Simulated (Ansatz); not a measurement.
C2H3Cl2FSi, SMILES `C=C[Si](F)(Cl)Cl`. The species carries charge 0 and has multiplicity 1. The structure was optimised at the PBE0-D4/def2-TZVP level. It is one conformer, not always the lowest.

```xyz
9

C    -0.339    0.557   -1.452
C     0.345   -0.238   -0.634
Si    0.059   -0.242    1.175
F    -1.080    0.803    1.527
Cl    1.729    0.292    2.201
Cl   -0.546   -2.065    1.836
H    -0.168    0.559   -2.524
H    -1.099    1.239   -1.084
H     1.099   -0.907   -1.044
```

Q: What is the dipole moment at ωB97M-V/def2-TZVPP? (Best estimate.)

A: Computed: 2.20 D, with components (0.28, 0.07, -2.18) D in this frame, pointing from negative to positive charge.

Q: And with PBE, r2SCAN, B3LYP? (Estimate.)

A: The calculation gave: PBE 2.12 D, r2SCAN 2.19 D, B3LYP 2.20 D.

Q: Give the Mulliken charges with ωB97M-V, PBE, B3LYP in def2-TZVPP. (Best estimate.)

A: The calculation gave: 
```
atom  ωB97M-V    PBE  B3LYP
  C1    -0.17  -0.17  -0.19
  C2    -0.25  -0.19  -0.22
 Si3     0.72   0.67   0.78
  F4    -0.28  -0.25  -0.29
 Cl5    -0.18  -0.19  -0.21
 Cl6    -0.18  -0.19  -0.21
  H7     0.12   0.11   0.12
  H8     0.11   0.11   0.12
  H9     0.11   0.10   0.10
```

B3LYP here is the variant with VWN-RPA as its local correlation; programs differ in this.
